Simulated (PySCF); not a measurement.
PySCF input (M06-2X/6-311+G**):

```python
from pyscf import gto, dft

mol = gto.M(
    atom='''
    C    -0.05325798    1.56288294    0.21977705
    C    -0.40980896    0.08480291    0.25930687
    C    -1.71775829   -0.22871434   -0.44000999
    O     0.60725214   -0.69073573   -0.39973606
    C     1.75379242   -0.88129556    0.29015315
    H     0.91243860    1.74031365    0.69347775
    H    -0.80975672    2.14958304    0.74400018
    H     0.00078800    1.90948661   -0.81389437
    H    -0.45906921   -0.25306841    1.30230955
    H    -1.66413917    0.06569161   -1.48955737
    H    -1.93516915   -1.29573738   -0.39153000
    H    -2.53777583    0.31620600    0.02988877
    H     2.48038015   -1.48993304   -0.22602373
    H     1.71648291   -0.84271200    1.37385529
    ''',
    basis='6-311+g**',
    charge=0,
    spin=1,
    verbose=4,
)

mf = dft.UKS(mol, xc='m062x').density_fit(auxbasis='def2-universal-jkfit')
mf.grids.level = 4
mf.conv_tol = 1e-9
mf.max_cycle = 100
mf.max_memory = 1500
mf.kernel()
if not mf.converged:
    mf = mf.newton()
    mf.kernel(mf.make_rdm1())
mo, _, stable, _ = mf.stability(return_status=True)
if not stable:
    mf.kernel(mf.make_rdm1(mo, mf.mo_occ))
    stable = mf.stability(return_status=True)[2]
mf.dip_moment()
```

From the output:

```
  HOMO = -0.22748127948  LUMO = -0.00598178503208  gap/eV = 6.02731
cycle= 7 E= -232.950593249897  delta_E= -5.67e-06  |g|= 0.000735  |ddm|= 0.00545
  alpha nocc = 21  HOMO = -0.227455157846013  LUMO = 0.0163695624123266
  beta  nocc = 20  HOMO = -0.372409231669192  LUMO = -0.00586531210653618
  HOMO = -0.227455157846  LUMO = -0.00586531210654  gap/eV = 6.02977
cycle= 8 E= -232.950593983086  delta_E= -7.33e-07  |g|= 0.000342  |ddm|= 0.00186
  alpha nocc = 21  HOMO = -0.227507025541264  LUMO = 0.0163664272200027
  beta  nocc = 20  HOMO = -0.372482479131651  LUMO = -0.00588366476176816
  HOMO = -0.227507025541  LUMO = -0.00588366476177  gap/eV = 6.03068
cycle= 9 E= -232.950594127775  delta_E= -1.45e-07  |g|= 0.000126  |ddm|= 0.000783
  alpha nocc = 21  HOMO = -0.227526590459664  LUMO = 0.0163690477181127
  beta  nocc = 20  HOMO = -0.372483047782623  LUMO = -0.0058998843545055
  HOMO = -0.22752659046  LUMO = -0.00589988435451  gap/eV = 6.03077
cycle= 10 E= -232.950594147006  delta_E= -1.92e-08  |g|= 5.45e-05  |ddm|= 0.000308
  alpha nocc = 21  HOMO = -0.227510386570824  LUMO = 0.0163684945733824
  beta  nocc = 20  HOMO = -0.372483950114578  LUMO = -0.00589417662207836
  HOMO = -0.227510386571  LUMO = -0.00589417662208  gap/eV = 6.03048
cycle= 11 E= -232.950594149957  delta_E= -2.95e-09  |g|= 1.66e-05  |ddm|= 0.00011
  alpha nocc = 21  HOMO = -0.227514238862735  LUMO = 0.0163681068758353
  beta  nocc = 20  HOMO = -0.372486007802646  LUMO = -0.00589709680111739
  HOMO = -0.227514238863  LUMO = -0.00589709680112  gap/eV = 6.03051
cycle= 12 E= -232.950594150196  delta_E= -2.39e-10  |g|= 4.62e-06  |ddm|= 4.07e-05
  alpha nocc = 21  HOMO = -0.227513804456166  LUMO = 0.0163682642897822
  beta  nocc = 20  HOMO = -0.372486333434445  LUMO = -0.00589664850062732
  HOMO = -0.227513804456  LUMO = -0.00589664850063  gap/eV = 6.03051
Extra cycle  E= -232.950594150202  delta_E= -6.54e-12  |g|= 4.86e-06  |ddm|= 1.29e-05
converged SCF energy = -232.950594150202  <S^2> = 0.75452319  2S+1 = 2.0045181
uhf_internal: lowest eigs of H = [0.33525331 0.37052178 0.3756996 ]
<class 'pyscf.df.df_jk.DFUKS'> wavefunction is stable in the internal stability analysis
Dipole moment(X, Y, Z, Debye): -0.93166,  0.56213,  1.08662
```

The geometry given is a B3LYP-D3(BJ)/def2-TZVP minimum.
